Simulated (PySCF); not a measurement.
**Pr²⁺ (praseodymium, charge +2) across methods**

[Xe] 4f2 6s1, 6s spin antiparallel (an excited configuration). Computed with PySCF 2.14 in ANO-RCC-VTZP, with scalar relativity by spin-free X2C-1e.

```tsv
method	E (hartree)	mean ε 5p β (eV)	mean ε 4f α (eV)	mean ε 6s β (eV)	Σ⟨r²⟩ (bohr²)	⟨S²⟩
LDA	-9227.90	-39.146	-22.804	-15.693	53.03	1.751
PBE	-9235.12	-38.969	-22.845	-15.423	53.18	1.751
PBE0	-9235.13	-40.770	-25.468	-15.985	53.27	1.751
UHF	-9232.04570	-44.849	-32.579	-17.191	54.11	1.753
```

(1) Estimate the same row for r2SCAN.

⟨L²⟩ = 24.01 against 30 for a pure H term, so this real determinant mixes terms. Spin-orbit coupling, absent here, splits the open shell strongly. With the s spin flipped the determinant is a mixture of two multiplicities, not a spectroscopic state.

## Answers

(1) E (hartree) = -9235.47; mean ε 5p β (eV) = -39.571; mean ε 4f α (eV) = -23.480; mean ε 6s β (eV) = -15.415; Σ⟨r²⟩ (bohr²) = 53.51; ⟨S²⟩ = 1.753.
